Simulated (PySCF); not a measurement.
ClHMg. Atoms are numbered in the order given.

```xyz
3

Mg     0.0000     0.0000     1.1846
H      0.0000     0.0000     2.8726
Cl     0.0000     0.0000    -1.0052
```
Charge 0, spin multiplicity 1.

Coordinates come from a r2SCAN-D4/def2-TZVPD optimisation.

All values below come from TDA-B3LYP/def2-TZVPD in PySCF.

Vertical excitations; the highest root listed may be one member of a degenerate set. Gas-phase values at a fixed geometry. State labels are in the subgroup C2v.

Computed excitation energies, oscillator strengths and character:
| state | symmetry | energy (eV) | λ (nm) | f | main pairs |
|---|---|---|---|---|---|
| S1 | B1 | 6.06 | 205 | 0.022 | HOMO−2→LUMO (degenerate set) |
| S2 | B2 | 6.06 | 205 | 0.022 | HOMO−1→LUMO (degenerate set) |
| S3 | B1 | 6.47 | 192 | 0.171 | HOMO→LUMO+1 (degenerate set) |
| S4 | B2 | 6.47 | 192 | 0.171 | HOMO→LUMO+2 (degenerate set) |
| S5 | A1 | 6.62 | 187 | 0.227 | HOMO→LUMO 67 %, HOMO−2→LUMO+1 11 %, HOMO−1→LUMO+2 11 % |
| S6 | A2 | 6.65 | 186 | 0.000 | HOMO−1→LUMO+1, HOMO−2→LUMO+2 (degenerate set) |
| S7 | A2 | 6.65 | 186 | 0.000 | HOMO−2→LUMO+2, HOMO−1→LUMO+1 (degenerate set) |
| S8 | A1 | 6.65 | 186 | 0.000 | HOMO−1→LUMO+2, HOMO−2→LUMO+1 (degenerate set) |
| S9 | A1 | 7.13 | 174 | 0.314 | HOMO−1→LUMO+2 28 %, HOMO−2→LUMO+1 28 %, HOMO→LUMO 24 %, HOMO−3→LUMO 14 % |
| S10 | A1 | 7.78 | 159 | 0.127 | HOMO−3→LUMO 75 % |
| T1 | A1 | 4.97 | 249 | 0 | HOMO→LUMO 95 % |
| T2 | B1 | 5.81 | 213 | 0 | HOMO→LUMO+1, HOMO−2→LUMO (degenerate set) |
| T3 | B2 | 5.81 | 213 | 0 | HOMO→LUMO+2, HOMO−1→LUMO (degenerate set) |
| T4 | B1 | 5.83 | 213 | 0 | HOMO−2→LUMO 84 %, HOMO→LUMO+1 14 % |
Triplets are in the Tamm–Dancoff approximation.
